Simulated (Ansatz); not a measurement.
Basis-set series for `[BH]1[O][GeH2]1`. The species carries charge 0 and has multiplicity 1. The structure was optimised at the PBE0-D4/def2-TZVP level.

| functional | basis | functions | energy (Eh) | HOMO (eV) | LUMO (eV) |
| --- | --- | --- | --- | --- | --- |
| PBE0-D4 | def2-SVP | 75 | -2178.16354 | -7.00 | -1.16 |
| PBE0-D4 | def2-QZVPP | 293 | -2178.59553 | -7.05 | -1.34 |
| ωB97M-V | def2-SVP | 75 | -2178.38435 | -9.04 | 0.79 |
| ωB97M-V | def2-QZVPP | 293 | -2178.81750 | -9.12 | 0.43 |

(1) Give the rows for def2-TZVPP. (Estimate.)

Results:

(1) Computed: 
| functional | basis | functions | energy (Eh) | HOMO (eV) | LUMO (eV) |
| --- | --- | --- | --- | --- | --- |
| PBE0-D4 | def2-TZVPP | 152 | -2178.54452 | -7.03 | -1.25 |
| ωB97M-V | def2-TZVPP | 152 | -2178.76806 | -9.10 | 0.64 |

Positive LUMOs are unbound and depend on the basis. Scalar relativity is left out up to krypton.
